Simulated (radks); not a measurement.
Os0.375+, 75.625 electrons, occupied as [Kr] 4d10 4f14 5s2 5p5.625 5d6 6s2 (fractional occupations, a model configuration). All-electron calculation, scalar-relativistic Kohn-Sham, r2SCAN, spin-unpolarised, spherical densities, finite nucleus; meta-GGA in the generalised Kohn-Sham scheme; Fermi nuclear charge, rms radius 5.4126 fm. Program: a radial shooting solver on a logarithmic mesh with Libxc functionals.

Normalised radial functions P(r) = r R(r), r in bohr:

r	4d	5p
0.0007668	0.0000	0.0013
0.0008927	0.0000	0.0016
0.001039	0.0000	0.0021
0.00121	0.0000	0.0027
0.001408	0.0001	0.0035
0.00164	0.0001	0.0045
0.001909	0.0001	0.0058
0.002204	0.0002	0.0073
0.002566	0.0003	0.0094
0.002988	0.0004	0.0121
0.003478	0.0006	0.0155
0.004049	0.0009	0.0198
0.004714	0.0014	0.0253
0.005488	0.0021	0.0322
0.006389	0.0031	0.0409
0.007437	0.0047	0.0516
0.008658	0.0070	0.0647
0.01008	0.0104	0.0807
0.01173	0.0154	0.0997
0.01366	0.0227	0.1218
0.0159	0.0333	0.1469
0.01851	0.0484	0.1744
0.02155	0.0698	0.2031
0.02489	0.0977	0.2294
0.02898	0.1376	0.2533
0.03373	0.1908	0.2691
0.03927	0.2599	0.2714
0.04572	0.3465	0.2544
0.05322	0.4507	0.2126
0.06196	0.5692	0.1421
0.07213	0.6939	0.0435
0.08397	0.8107	-0.0767
0.09776	0.8984	-0.2035
0.1138	0.9301	-0.3138
0.1325	0.8767	-0.3787
0.1542	0.7128	-0.3703
0.1796	0.4272	-0.2715
0.209	0.0322	-0.0868
0.2434	-0.4322	0.1517
0.281	-0.8765	0.3742
0.3272	-1.2748	0.5369
0.3809	-1.5293	0.5637
0.4434	-1.5997	0.4248
0.5162	-1.4905	0.1381
0.6009	-1.2487	-0.2347
0.6996	-0.9424	-0.6096
0.8144	-0.6393	-0.9049
0.9481	-0.3881	-1.0635
1.104	-0.2092	-1.0700
1.285	-0.0989	-0.9490
1.496	-0.0403	-0.7510
1.742	-0.0139	-0.5325
2.027	-0.0040	-0.3381
2.36	-0.0009	-0.1916
2.748	-0.0002	-0.0963
3.173	0.0000	-0.0445
3.694	0.0000	-0.0171
4.301	0.0000	-0.0056
5.007	0.0000	-0.0015
5.828	0.0000	-0.0003
6.785	0.0000	0.0000
7.899	0.0000	0.0000
9.196	0.0000	0.0000

4d: eigenvalue -282.41 eV, 1 radial node at r = 0.211 bohr, <r> = 0.489 bohr, 90 % of the charge inside 0.731 bohr. 5p: eigenvalue -56.827 eV, 3 radial nodes at r = 0.0764, 0.221, 0.547 bohr, <r> = 1.17 bohr, 90 % of the charge inside 1.70 bohr.
